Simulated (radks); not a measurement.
The numbers below are computed, except where a source is named.
Numerical settings for neutral neodymium, [Xe] 4f4 6s2. Code: a radial shooting solver on a logarithmic mesh with Libxc functionals. Model: scalar-relativistic Kohn-Sham, PBE, spin-polarised, spherical densities, finite nucleus; open shells are filled with parallel spins first (spin-orbit coupling, left out, can overturn this in heavy ions); Fermi nuclear charge, rms radius 4.9123 fm. The defaults (mesh step 0.008 in ln r, mesh end at 40 bohr or more with all orbitals vanishing there, Anderson mixing 0.5 over 9 steps, residual threshold near 1e-9 with the energy settled to 1e-9 hartree or 1e-11 of itself, here a cap of 63 iterations) give E = -9623.5531 hartree and 4f at -2.556 eV in 15 iterations. Run on one thread of a shared host, so times are rough (Arm Neoverse V2): 0.24 s of CPU time, 0.24 s wall, 15 iterations on 2440 mesh points. Changes against that run (0 stands for a change within the tolerance of the run):

setting                    iterations         converged  E (mhartree)  e(4f) (meV)  CPU (s)
mesh step in ln r 0.02             15               yes     +0.000479            0      0.1
mesh step in ln r 0.03             15               yes      +0.00415            0     0.07
mesh step in ln r 0.012            15               yes             0            0     0.16
mesh end (bohr) 3                  14  level above zero      +4.4e+03    +2.31e+04     0.18
mesh end (bohr) 12                 15               yes         +0.66        +54.4     0.22
residual threshold 0.1             10               yes             0       -0.346     0.18
residual threshold 1e-13           30               yes             0            0     0.33
mixing 0.05                        60               yes             0            0     0.83
linear mixing, mixing 0.2          63                no             0            0      0.8
linear mixing, mixing 1            40                no      diverged            -      1.9
mixing history 3                   20               yes             0            0     0.28
iteration cap 2                     2                no          +161    -3.69e+03     0.05

Settled on a wrong energy, with an occupied level pushed above zero by the early mesh end: mesh end (bohr) 3 (+4.4 hartree). Apart from these: no run marked as converged misses the energy by more than 1 mhartree. A mesh that ends early acts as a hard wall.
